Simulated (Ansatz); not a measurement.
`[NH2][Ga][OH]`• → Ga• + 3 H• + N• + O•  (atomization)

Gas-phase electronic energies from Ansatz, PBE0-D4/def2-TZVP geometries. CCSD(T)/CBS adds triple-zeta CCSD(T) − MP2 to the extrapolated MP2 energy (def2 sets, frozen cores). This one scheme is used for every species, atoms too. DFT in def2-TZVPP. No spin–orbit coupling; open shells (•) take unrestricted orbitals. Spin–orbit coupling would lower the free atoms: a little for O; clearly for Ga. Bonds to Ga are less sure, by a few kJ/mol each and by 10 to 20 or more in all where they break to atoms, as the def2 sets lack core-valence functions. Scalar relativity is left out up to krypton. One conformer a species, not always the lowest.

`[NH2][Ga][OH]`•:

```xyz
6

N     0.552   -0.483   -0.875
Ga    0.429   -0.298    0.967
O    -0.726    0.931    1.604
H     1.107   -1.250   -1.229
H    -0.317   -0.434   -1.392
H    -1.044    1.533    0.925
```

```tsv
level	ΔE (kJ/mol)	difference from CCSD(T)/CBS
BLYP-D4	1850.3	3.2
r2SCAN-D4	1845.4	-1.7
r2SCANh-D4	1822.7	-24.4
ωB97X-V	1843.5	-3.6
PBE-QIDH	1812.6	-34.5
revPBE	1799.5	-47.6
PBE0	1814.6	-32.5
r2SCAN0	1788.3	-58.8
HF/def2-SVP	1162.6	-684.5
CCSD/def2-SVP	1658.3	-188.8
HF/def2-TZVPP	1178.8	-668.3
CCSD(T)/def2-TZVPP	1791.9	-55.2
MP2/def2-QZVPP	1877.8	30.7
SCS-MP2/def2-QZVPP	1869.9	22.8
MP2/CBS(def2)	1899.3	52.2
CCSD/CBS(def2)	1809.8	-37.3
CCSD(T)/CBS	1847.1	0
```

Largest T1 diagnostic among the species: 0.016.

From r2SCAN to r2SCAN0 (25 % exact exchange), in def2-TZVPP and without D4, ΔE moves by −55.3 kJ/mol: exact exchange takes away binding that semilocal exchange gives to molecules. The D4 term adds +13.2 kJ/mol with B3LYP and +6.8 kJ/mol with PBE0; it sums over pairs of atoms, weighted by their polarisabilities, and B3LYP, whose exchange is more repulsive, gets the larger term. At CCSD(T), def2-SVP lies −165.6 kJ/mol from the extrapolated value and def2-TZVPP −55.2 kJ/mol: correlation converges slowly with the basis, and small sets miss more of it in the bonded molecule than in its fragments.

B3LYP here is the variant with VWN-RPA as its local correlation; programs differ in this.

For atomizations the MP2-based limit and the directly extrapolated one differ by several kJ/mol either way, and by 10 to 25 for some Ge, Se and Sn compounds, so smaller differences from it don't rank the levels.
